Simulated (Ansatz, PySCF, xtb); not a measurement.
Dimer: HF (SMILES F) (first 2 atoms) with CH2O2 (SMILES O=CO); geometry from B3LYP-D3(BJ)/def2-TZVP.
(charge 0, multiplicity 1):
```xyz
7

F      0.390     0.001     0.462
H     -0.155    -0.473     1.095
O     -0.690    -0.784     2.617
C     -0.109    -0.034     3.375
O      0.792     0.867     3.027
H     -0.279    -0.032     4.455
H      0.920     0.837     2.052
```

Counterpoise-corrected where a basis set is named; no monomer relaxation.

Run with Ansatz (Gaussian basis) for Hartree–Fock, density functionals and correlated methods; PySCF for the dispersion terms; xtb for the GFN methods. 

### Question
One of these levels gives -25.6 kJ/mol for the interaction energy. Which?
A. PBE0/def2-TZVPPD
B. GFN-FF
C. r2SCAN-D4/def2-TZVPPD
D. HF/aug-cc-pVTZ

### Answer
B, GFN-FF. The others give -41.2 (HF/aug-cc-pVTZ), -60.1 (r2SCAN-D4/def2-TZVPPD), -55.0 (PBE0/def2-TZVPPD)

Ansatz is a quantum-chemistry and plane-wave program.
